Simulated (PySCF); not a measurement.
## Excitation energy of Ge⁺ by level of theory

Ge⁺ [Ar] 3d10 4s2 4p1 (2P) → Ge⁺ [Ar] 3d10 4s1 4p2 (4P), as a difference of total energies. Calculation: PySCF 2.14, in x2c-TZVPPall (6s5p4d1f, 48 functions); the spin-free X2C one-electron Hamiltonian (Gaussian nucleus). Correlated levels: valence and next inner shell: [Ne] frozen. The calculations carry no spin-orbit coupling.

```
                                method  excitation energy (eV)  error (eV)
                                   UHF                   4.932      -1.457
    MP2 (valence and next inner shell)                   5.917      -0.472
SCS-MP2 (valence and next inner shell)                   6.178      -0.211
   CCSD (valence and next inner shell)                   6.096      -0.293
CCSD(T) (valence and next inner shell)                   6.153      -0.236
```

Reference: 6.389 eV (measured; NIST levels, between the centres of gravity of the two terms).

Errors of the correlated levels include the incompleteness of this basis and the frozen core.
